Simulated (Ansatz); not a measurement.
What each rung costs, and what it gives

Saddle point of SnNH₇O, singlet (SnH₄O ([OH][SnH3]) + NH₃ → SnNH₅ ([NH2][SnH3]) + H₂O; bonds formed: Sn1–N7, O2–H6; bonds broken: Sn1–O2, H6–N7), PBE0-D4/def2-TZVP structure:

Sn1  (0.985, 0.416, -0.136)
O2  (-0.060, -1.350, 0.924)
H3  (1.103, 1.838, -1.145)
H4  (1.963, -0.751, -0.891)
H5  (1.367, 1.006, 1.422)
H6  (-0.980, -0.725, 0.272)
N7  (-1.149, 0.145, -0.547)
H8  (-0.099, -1.351, 1.882)
H9  (-1.742, 0.925, -0.296)
H10  (-1.387, -0.153, -1.485)
(Å)

Barriers are electronic and count from the start structure reached by relaxing down the imaginary mode.

Program: Ansatz 0.2.0. Basis: as named in each row. Cores are frozen in the correlated methods. Filled d shells of the heavier atoms are correlated. Core potentials replace the inner electrons of the atoms past krypton. The def2 sets are not built for correlating such inner shells, so the correlated values are less sure here. B3LYP uses VWN-RPA correlation. Extrapolation: Hartree–Fock as exp(−7.88 √X), correlation as X^−2.97.

Times are rough, for one single point on 4 threads of a shared host (Arm Neoverse V2).

The estimate by CCSD(T) at an estimated basis limit (MP2 extrapolated from triple and quadruple zeta, plus CCSD(T) − MP2 in triple zeta) is 22.52 kcal/mol.

| method | basis | time (s) | barrier (kcal/mol) | method less estimate |
| --- | --- | --- | --- | --- |
| SPW92 | def2-SVP | under 1 | 9.47 | -13.06 |
| PBE-D4 | def2-SVP | under 1 | 15.20 | -7.32 |
| PBE0-D4 | def2-SVP | under 1 | 17.85 | -4.67 |
| SPW92 | def2-TZVPP | under 1 | 12.01 | -10.52 |
| PBE-D4 | def2-TZVPP | 1 | 17.49 | -5.04 |
| BLYP-D4 | def2-TZVPP | 1 | 20.01 | -2.52 |
| BHLYP-D4 | def2-TZVPP | 1 | 24.70 | 2.18 |
| B3LYP-D4 | def2-TZVPP | 2 | 21.68 | -0.85 |
| PBE0-D4 | def2-TZVPP | 2 | 19.96 | -2.57 |
| CAM-B3LYP-D4 | def2-TZVPP | 2 | 21.95 | -0.57 |
| r2SCAN-D4 | def2-TZVPP | 2 | 19.54 | -2.98 |
| wB97M-V | def2-SVP | 2 | 19.98 | -2.54 |
| r2SCAN0-D4 | def2-TZVPP | 3 | 21.20 | -1.33 |
| CCSD(T) | def2-SVP | 3 | 22.84 | 0.32 |
| B2PLYP | def2-TZVPP | 3 | 22.43 | -0.10 |
| PBE-QIDH | def2-TZVPP | 3 | 21.71 | -0.82 |
| RPA on PBE | def2-TZVPP | 4 | 22.98 | 0.45 |
| wB97X-V | def2-TZVPP | 4 | 22.64 | 0.12 |
| wB97M-V | def2-TZVPP | 5 | 22.48 | -0.04 |
| B97M-V | def2-TZVPP | 5 | 23.80 | 1.27 |
| MP2 | def2-QZVPP | 10 | 21.64 | -0.89 |
| CCSD(T) | def2-TZVPP | 70 | 23.06 | 0.54 |

All methods are single points on the PBE0-D4 structures.

The T1 diagnostic stays at or below 0.013.

Labels in which every atom is bracketed show which atoms are joined, not bond orders.
